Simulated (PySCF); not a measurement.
**From computed data to an observable: oscillator strength and radiative lifetime**

CaF2, SMILES [F][Ca][F].

Coordinates come from a PBE0-D3(BJ)/def2-TZVP optimisation. The isomer is the one that the SMILES or the coordinates give; other isomers of the formula were not compared.

TDDFT-PBE/def2-TZVPD (PySCF) puts the first singlet state with f over 0.02 at 5.04 eV (vertical), with the transition dipole (0.448, 0.000, 0.000) in atomic units.

Question: Find the oscillator strength, the wavelength and the radiative lifetime that this transition would have in vacuum if emission retraced absorption.

Answer: 
|μ|² = 0.2007 au, so |μ| = 1.14 D. ΔE = 5.04/27.211 = 0.1852 hartree. f = (2/3) ΔE |μ|² = 0.025 (the program prints 0.025).
λ = 1239.84/5.04 = 246 nm; ν = 40650 cm⁻¹.
Einstein's coefficient A = 0.6670 ν² f s⁻¹ (ν in cm⁻¹) = 2.7e7 s⁻¹, so τ = 1/A = 37 ns. This state is S2; the lower singlet has f = 0.000. The figure is the radiative limit of this one transition; relaxation, internal conversion, crossing to triplets and a medium change what is measured.
